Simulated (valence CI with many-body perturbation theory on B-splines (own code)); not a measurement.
**Questions on Nd53+**

Method: valence CI with perturbative core correlation (CI+MBPT): five valence electrons over a frozen Dirac-Fock core [He], a basis of 9 s, 9 p, 8 d, 6 f, 3 g, 1 h functions for each j, with the one-electron correlation potential Σ1, the two-electron term Σ2, the three-electron term Σ3, Breit, model QED; selected CI, second order for the rest, scaled by the run's own slope (own B-spline code, finite nucleus).

No measured spectrum was set against this ion. As an estimate, large intervals hold to a few tenths of a per cent, small ones and those within an open d or f shell to about a per cent. Among the levels kept, up to 3800 cm⁻¹ of a level comes from second order outside the variational space, and about a tenth of that is noise between levels of different J, which matters for small intervals.

Levels are named by their leading jj configuration (3d3/2^4 stands for four electrons in 3d with j = 3/2), which in mixed levels can hold well under half, so a name can repeat and another be missing.

Rates and lifetimes use the calculated energies. Strong lines usually hold to 10 to 20 %, long lifetimes can be off by a factor of two.

Question: What is the ground level?

Answer: (2s^2 2p1/2^2 2p3/2) J=3/2, composition 47 % 2s2 2p3 2P° + 27 % 2s2 2p3 2D° + 26 % 2s2 2p3 4S°, g = 1.341.

Question: Name the longest-lived excited levels whose lifetime is computed, and their main decay.

Answer: (2s^2 2p1/2 2p3/2^2) J=5/2 at 546.3 eV lives 4.11 ns, mostly by M1 to (2s^2 2p1/2^2 2p3/2) J=3/2; (2s^2 2p1/2 2p3/2^2) J=1/2 at 583.4 eV lives 1.15 ns, mostly by M1 to (2s^2 2p1/2^2 2p3/2) J=3/2; (2s^2 2p1/2 2p3/2^2) J=3/2 at 524.9 eV lives 703 ps, mostly by M1 to (2s^2 2p1/2^2 2p3/2) J=3/2.

Question: Where does the other parity begin?

Answer: At (2s 2p1/2^2 2p3/2^2) J=5/2, 777.7 eV.

Question: How well does LS coupling describe the low levels?

Answer: Among the lowest 20 levels the leading LS term, summed over configurations, holds 62 % on average. For single configurations the figures are 62 % in LS and 99 % in jj coupling. Terms mix most in the J = 3/2 level at 5961.4 eV, where the leading one holds 33 %.

Question: Among levels below 6748.1 eV, which E1 lines absorb most strongly from the ground level?

Answer: to (2s^2 2p1/2^2 3d5/2) J=5/2 at 0.2037 nm, f = 0.538; to (2s^2 2p1/2 2p3/2 3d3/2) J=5/2 at 0.1879 nm, f = 0.425; to (2s^2 2p1/2 2p3/2 3d3/2) J=3/2 at 0.1879 nm, f = 0.347.

Question: What are the static dipole polarisabilities of the lowest levels?

Answer: (2s^2 2p1/2^2 2p3/2) J=3/2 0.000216 (tensor 4.3e-05) bohr³, of which the core gives 5.76e-07.

Question: What is the ionisation energy?

Answer: 10556 eV; NIST lists 10555 ± 5 eV (theoretical).
